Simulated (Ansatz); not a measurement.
Saddle point of HfH3Cl3O, closed shell (HfHCl₃O ([OH][Hf]([Cl])([Cl])[Cl]) + H₂ → HfHCl₃ ([Cl][HfH]([Cl])[Cl]) + H₂O (still joined by a long Hf–O bond); bonds formed: Hf1–H7, O2–H6; bonds broken: H6–H7; bonds weakened to dative contacts: Hf1–O2), PBE0-D4/def2-TZVP structure:

```
atom    x (Å)    y (Å)    z (Å)
 Hf1  -0.3838   0.1732  -0.5263
  O2   0.4098  -0.8989   1.1384
 Cl3   0.7311  -1.2510  -2.0156
 Cl4  -2.6542  -0.2784  -0.3553
 Cl5  -0.2149   2.2032  -1.6802
  H6   0.5790   0.2742   1.3174
  H7   0.3569   1.2566   0.9936
  H8   1.1762  -1.4788   1.1281
```

Energies are electronic, without zero-point energy. Barriers and step energies count from the start structure reached by relaxing down the imaginary mode; all methods use the PBE0-D4 structures, on which another method's saddle can fall below an end. Ansatz 0.2.0; basis: def2-TZVPP, with def2-QZVPP for the basis limit; cores frozen in the correlated methods. Core potentials replace the inner electrons of the atoms past krypton. B3LYP uses VWN-RPA correlation. Extrapolation: Hartree–Fock as exp(−7.88 √X), correlation as X^−2.97.

```
      method  barrier (eV)  step energy (eV)
       SPW92         0.930             0.801
      PBE-D4             ?             1.031
     BLYP-D4         1.546             1.125
   r2SCAN-D4             ?             1.033
      B97M-V         1.434             0.884
     PBE0-D4         1.404             0.946
    B3LYP-D4         1.571             1.045
  r2SCAN0-D4         1.446             0.952
    BHLYP-D4         1.661             0.945
CAM-B3LYP-D4         1.548             1.004
     wB97X-V         1.543             0.990
     wB97M-V         1.521             0.951
      B2PLYP         1.563             1.060
    PBE-QIDH         1.458             0.942
  RPA on PBE             ?             0.939
          HF         1.975             0.946
         MP2         1.526             1.046
        CCSD         1.575             0.921
     CCSD(T)         1.514             0.951
```

(1) Fill in the withheld barriers. (To be estimated.)

No T1 diagnostic of these runs exceeds 0.015.

Results:

(1) The calculation gives: r2SCAN-D4 1.397; PBE-D4 1.336; RPA on PBE 1.495 eV. Each is the energy of the saddle less that of the start structure, by the same method.

For comparison, the barrier by CCSD(T) at an estimated basis limit (MP2 extrapolated from triple and quadruple zeta, plus CCSD(T) − MP2 in triple zeta) is 1.544 eV.

Labels in which every atom is bracketed show which atoms are joined, not bond orders.

For scale, one of the runs: CCSD(T)/def2-TZVPP, 255 basis functions, launched by `ansatz run in.yaml --threads 8 --pin off --events-out ev --progress --plain --max-ram 19148MiB`. Hardware: 8 CPU threads of an Arm Neoverse V2, shared host. Wall time 2.4 min; peak host memory 6 GiB.
